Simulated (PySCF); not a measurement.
Job file and geometry (Å, from GFN2-xTB) of an NMR shielding run on `O=S(=O)(O)C(F)(F)C(F)(F)C(F)(F)F`, C3HF7O3S, GIAO PBE0/pcSseg-1 NMR shielding, non-relativistic, gas phase in PySCF 2.14.0, density-fitted response routines; density fitting, a coarse starting grid and PySCF grid level 2 are the driver's defaults:

```
{"job": {"kind": "nmr", "xc": "PBE0", "basis": "pcSseg-1"}, "charge": 0, "multiplicity": 1}
O     -2.610844    -1.750730     0.128823
S     -1.995415    -0.540265    -0.243734
O     -2.212133     0.049067    -1.514555
O     -2.211356     0.538987     0.883784
C     -0.137084    -0.801391    -0.045686
F      0.131280    -0.855432     1.266807
F      0.172300    -1.986952    -0.580709
C      0.641568     0.326738    -0.733606
F      0.020544     1.498843    -0.459502
F      0.599436     0.155741    -2.060225
C      2.131985     0.452841    -0.282427
F      2.202079     0.921191     0.958907
F      2.739621    -0.725828    -0.319519
F      2.793519     1.286293    -1.073795
H     -2.269914     1.438886     0.547870
```

Problem. What does the program print?

Solution. 
```
coarse grid: 16368 points
cycle   1  E = -1435.6108260993  dE =  3.630e+00  |g| = 1.823e+00  |ddm| = 3.950e+00
cycle   2  E = -1434.0990505638  dE =  1.512e+00  |g| = 3.517e+00  |ddm| = 3.651e+00
cycle   3  E = -1436.1657788534  dE = -2.067e+00  |g| = 3.205e-01  |ddm| = 2.729e+00
cycle   4  E = -1436.1771481105  dE = -1.137e-02  |g| = 2.122e-01  |ddm| = 3.728e-01
cycle   5  E = -1436.1845514181  dE = -7.403e-03  |g| = 4.018e-02  |ddm| = 1.491e-01
cycle   6  E = -1436.1848319932  dE = -2.806e-04  |g| = 1.523e-02  |ddm| = 4.101e-02
cycle   7  E = -1436.1848699223  dE = -3.793e-05  |g| = 4.805e-03  |ddm| = 1.256e-02
cycle   8  E = -1436.1848736930  dE = -3.771e-06  |g| = 1.296e-03  |ddm| = 4.080e-03
final grid: 165600 points
cycle   9  E = -1436.3424771310  dE = -6.818e-05  |g| = 1.172e-02  |ddm| = 3.124e-02
cycle  10  E = -1436.3424448347  dE =  3.230e-05  |g| = 1.810e-02  |ddm| = 2.240e-02
cycle  11  E = -1436.3425011514  dE = -5.632e-05  |g| = 1.860e-03  |ddm| = 1.330e-02
cycle  12  E = -1436.3425017151  dE = -5.637e-07  |g| = 6.110e-04  |ddm| = 1.848e-03
cycle  13  E = -1436.3425017709  dE = -5.577e-08  |g| = 2.398e-04  |ddm| = 5.469e-04
cycle  14  E = -1436.3425017806  dE = -9.680e-09  |g| = 5.429e-05  |ddm| = 1.984e-04
cycle  15  E = -1436.3425017810  dE = -4.411e-10  |g| = 2.152e-05  |ddm| = 4.850e-05
converged SCF energy = -1436.3425017810

GIAO shielding tensors (ppm)
atom      isotropic    diamagn.    paramagn.     s11        s22        s33       span
  0 O      119.976     394.472    -274.496     85.936    118.801    155.191     69.255
  1 S      212.287    1050.059    -837.772     60.613    150.206    426.041    365.429
  2 O      107.748     400.416    -292.668     79.008    100.793    143.442     64.434
  3 O      142.244     393.985    -251.742     66.713     89.651    270.367    203.654
  4 C       63.503     248.185    -184.682     53.397     65.285     71.826     18.429
  5 F      296.979     475.863    -178.884    221.183    329.464    340.289    119.106
  6 F      295.658     472.580    -176.922    226.062    325.923    334.987    108.924
  7 C       71.099     245.318    -174.220     54.840     77.732     80.725     25.885
  8 F      312.118     477.446    -165.328    228.819    349.393    358.142    129.322
  9 F      309.359     471.955    -162.596    221.308    340.956    365.811    144.503
 10 C       59.750     242.039    -182.290     48.737     62.629     67.883     19.146
 11 F      260.264     473.731    -213.467    186.814    257.728    336.249    149.435
 12 F      265.254     471.952    -206.698    195.543    260.507    339.711    144.168
 13 F      265.713     467.431    -201.719    194.885    255.594    346.659    151.774
 14 H       26.309      31.329      -5.020     20.072     23.230     35.626     15.554
```

Problem. Turn these shieldings into chemical shifts. Scale: H2O for ¹⁷O (σref 336.08); ³³S (σref 503.73) against CS2; TMS for ¹³C (σref 186.93) and ¹H (σref 31.72); ¹⁹F (σref 170.95) against CFCl3 (reference shieldings calculated alike).

Solution. Averaging equivalent atoms: O 0/2: 222.2; O 3: 193.8; S 1: 291; C 10: 127.2; C 4: 123.4; C 7: 115.8; F 11/12/13: -92.8; F 5/6: -125.4; F 8/9: -139.8; H 14: 5.41 ppm. Unscaled 19F shifts against computed CFCl3 carry errors that often reach 10 to 50 ppm. Experimental scales use liquid or dissolved standards, which lie at an offset from isolated H2O (liquid H2O: subtract about 36 ppm).

Size and cost of the density-fitted run: 250 basis functions, 62 s wall time on 1 thread of an Arm Neoverse V1, shared host.
